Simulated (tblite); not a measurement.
Compound: C4H8F2SeSi.
Atom-mapped SMILES: `[CH3:1][Se:2][SiH2:3][C:4]([CH3:5])=[C:6]([F:7])[F:8]` (hydrogens: H9, H10, H11 on C1; H12, H13 on Si3; H14, H15, H16 on C5)

Computed with GFN2-xTB (tblite), gas phase: L-BFGS steps from a force-field or distance-geometry start until the largest atomic force falls under 0.01 eV/Å.

Step 25: E = -735.0414 eV
```
atom  x, y, z in Å  |  force x, y, z in eV/Å
C1      3.3222    0.3750   -0.2183   -0.004  -0.003  -0.010
Se2     1.5593    0.0043   -1.0008    0.027  -0.003  -0.055
Si3     0.3459    0.0980    0.9149   -0.078   0.002   0.091
C4     -1.4737   -0.0257    0.4510   -0.012  -0.024  -0.009
C5     -1.9728   -1.3036   -0.1456    0.009  -0.008  -0.008
C6     -2.2721    0.9981    0.6681   -0.003  -0.030   0.003
F7     -1.8935    2.1618    1.2014   -0.016  -0.012  -0.014
F8     -3.5816    1.0512    0.4155    0.017  -0.014  -0.009
H9      3.5882    1.4094   -0.4166   -0.020  -0.010   0.003
H10     3.2858    0.1932    0.8506   -0.007  -0.028  -0.006
H11     4.0407   -0.2903   -0.6882    0.009   0.018  -0.007
H12     0.6730   -1.0790    1.7266    0.016  -0.016   0.032
H13     0.6206    1.3229    1.6542    0.050   0.051  -0.001
H14    -1.8142   -2.1239    0.5536    0.010   0.021   0.001
H15    -1.4048   -1.5256   -1.0494   -0.006   0.007  -0.009
H16    -3.0307   -1.2570   -0.3933    0.009   0.048  -0.004
```

Step 26: E = -735.0422 eV
```
atom  x, y, z in Å  |  force x, y, z in eV/Å
C1      3.3199    0.3742   -0.2198   -0.033  -0.009  -0.007
Se2     1.5563    0.0027   -1.0022    0.029  -0.005  -0.034
Si3     0.3462    0.0968    0.9180   -0.080  -0.013   0.052
C4     -1.4734   -0.0256    0.4518    0.021  -0.011   0.001
C5     -1.9710   -1.3038   -0.1464    0.020   0.031   0.008
C6     -2.2709    0.9989    0.6683   -0.025  -0.020   0.005
F7     -1.8958    2.1643    1.2018   -0.011  -0.049  -0.025
F8     -3.5805    1.0497    0.4142    0.018  -0.007  -0.009
H9      3.5835    1.4093   -0.4142   -0.012   0.005  -0.006
H10     3.2803    0.1897    0.8479    0.000  -0.029   0.017
H11     4.0401   -0.2892   -0.6883    0.016   0.011  -0.022
H12     0.6724   -1.0801    1.7308    0.016  -0.010   0.028
H13     0.6241    1.3231    1.6519    0.051   0.064   0.012
H14    -1.8092   -2.1227    0.5534   -0.014   0.011  -0.002
H15    -1.4009   -1.5246   -1.0490   -0.012   0.009  -0.017
H16    -3.0287   -1.2540   -0.3946    0.016   0.021  -0.002
```

Step 27: E = -735.0429 eV
```
atom  x, y, z in Å  |  force x, y, z in eV/Å
C1      3.3169    0.3732   -0.2212   -0.041  -0.013   0.000
Se2     1.5538    0.0008   -1.0042    0.013  -0.008   0.002
Si3     0.3453    0.0958    0.9218   -0.041  -0.011   0.011
C4     -1.4729   -0.0255    0.4526    0.039   0.004   0.011
C5     -1.9688   -1.3034   -0.1470    0.023   0.048   0.014
C6     -2.2702    0.9992    0.6685   -0.037  -0.012   0.004
F7     -1.8978    2.1658    1.2017   -0.003  -0.064  -0.025
F8     -3.5794    1.0483    0.4128    0.004  -0.004  -0.013
H9      3.5785    1.4092   -0.4119   -0.008   0.011  -0.011
H10     3.2749    0.1858    0.8457    0.006  -0.028   0.027
H11     4.0394   -0.2880   -0.6887    0.016   0.009  -0.032
H12     0.6721   -1.0812    1.7348    0.014  -0.002   0.023
H13     0.6285    1.3244    1.6501    0.046   0.058   0.015
H14    -1.8044   -2.1211    0.5533   -0.033   0.000  -0.004
H15    -1.3971   -1.5232   -1.0487   -0.015   0.011  -0.023
H16    -3.0262   -1.2512   -0.3960    0.018  -0.001   0.000
```

Step 28: E = -735.0435 eV
```
atom  x, y, z in Å  |  force x, y, z in eV/Å
C1      3.3137    0.3721   -0.2223   -0.028  -0.012   0.009
Se2     1.5518   -0.0011   -1.0058   -0.009  -0.012   0.034
Si3     0.3440    0.0949    0.9252    0.016   0.005  -0.013
C4     -1.4721   -0.0252    0.4535    0.035   0.013   0.015
C5     -1.9664   -1.3023   -0.1473    0.018   0.038   0.009
C6     -2.2701    0.9989    0.6687   -0.035  -0.008   0.000
F7     -1.8995    2.1659    1.2012    0.006  -0.052  -0.014
F8     -3.5784    1.0473    0.4113   -0.017  -0.005  -0.019
H9      3.5739    1.4092   -0.4102   -0.010   0.007  -0.009
H10     3.2704    0.1821    0.8443    0.011  -0.025   0.023
H11     4.0390   -0.2866   -0.6897    0.006   0.012  -0.033
H12     0.6720   -1.0822    1.7385    0.011   0.008   0.017
H13     0.6329    1.3263    1.6488    0.036   0.038   0.009
H14    -1.8010   -2.1197    0.5530   -0.043  -0.008  -0.006
H15    -1.3941   -1.5217   -1.0487   -0.014   0.013  -0.024
H16    -3.0235   -1.2491   -0.3971    0.016  -0.013   0.002
```

**Question.** Estimate the geometry and energy of step 29. (The exact step hangs on the optimiser's Hessian estimate; all steps are aligned on step 28, rigid shifts and turns removed.)

**Answer.** E = -735.0439 eV, largest force 0.069 eV/Å
```
atom  x, y, z in Å  |  force x, y, z in eV/Å
C1      3.3108    0.3711   -0.2230   -0.004  -0.008   0.015
Se2     1.5501   -0.0027   -1.0064   -0.025  -0.016   0.050
Si3     0.3433    0.0945    0.9279    0.062   0.024  -0.017
C4     -1.4710   -0.0247    0.4545    0.017   0.015   0.013
C5     -1.9643   -1.3008   -0.1474    0.011   0.012  -0.001
C6     -2.2705    0.9982    0.6688   -0.022  -0.009  -0.003
F7     -1.9008    2.1650    1.2006    0.012  -0.025   0.002
F8     -3.5780    1.0463    0.4098   -0.032  -0.009  -0.023
H9      3.5701    1.4091   -0.4090   -0.014  -0.004  -0.004
H10     3.2672    0.1786    0.8435    0.016  -0.020   0.011
H11     4.0387   -0.2852   -0.6910   -0.009   0.017  -0.028
H12     0.6722   -1.0827    1.7419    0.007   0.019   0.011
H13     0.6372    1.3285    1.6478    0.026   0.013  -0.001
H14    -1.7992   -2.1185    0.5526   -0.043  -0.012  -0.008
H15    -1.3922   -1.5202   -1.0491   -0.011   0.016  -0.020
H16    -3.0211   -1.2474   -0.3979    0.012  -0.014   0.003
```

The energy changes by -0.0005 eV. The first-order estimate −F·Δx gives -0.0006 eV and the mean of the old and new forces, exact on a quadratic surface, -0.0005 eV. The step makes an angle of 68° with the force vector and moves no atom by more than 0.005 Å.

The cost below is that of the whole relaxation. Time: 2.3 s of wall time. Hardware: one thread of an Arm Neoverse N1 (shared host).
